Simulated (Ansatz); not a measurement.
Mulliken charges of `[OH][Al]([OH])[O][SiH3]` from ωB97M-V/def2-TZVPP in Ansatz (PBE0-D4/def2-TZVP geometry).

| atom | x (Å) | y (Å) | z (Å) | charge (e) |
| --- | --- | --- | --- | --- |
| O1 | 0.326 | 1.394 | -2.268 | -0.393 |
| Al2 | 0.866 | 0.534 | -0.924 | 0.644 |
| O3 | 2.534 | 0.377 | -0.749 | -0.393 |
| O4 | -0.206 | -0.132 | 0.183 | -0.314 |
| Si5 | -1.204 | -0.766 | 1.293 | 0.266 |
| H6 | -0.601 | 1.536 | -2.447 | 0.164 |
| H7 | 2.931 | -0.091 | -0.018 | 0.163 |
| H8 | -2.429 | 0.068 | 1.420 | -0.046 |
| H9 | -1.602 | -2.143 | 0.895 | -0.045 |
| H10 | -0.531 | -0.828 | 2.618 | -0.046 |

Question: By hand: the dipole of these point charges (1 e Å = 4.8032 D).

Answer: Σ q r = (-0.234, -0.146, 0.247) e Å, of length 0.370 e Å = 1.78 D.

Question: How does the dipole of the full density compare? (An estimate is asked.)

Answer: Ansatz gave: (-0.204, -0.127, 0.214) e Å, 1.55 D; the point charges give 1.15 times that, at 0° from its direction.

Point charges leave out the atoms' own dipoles, such as those of lone pairs, and Mulliken's split depends on the basis, so the close match here is no proof of good charges.
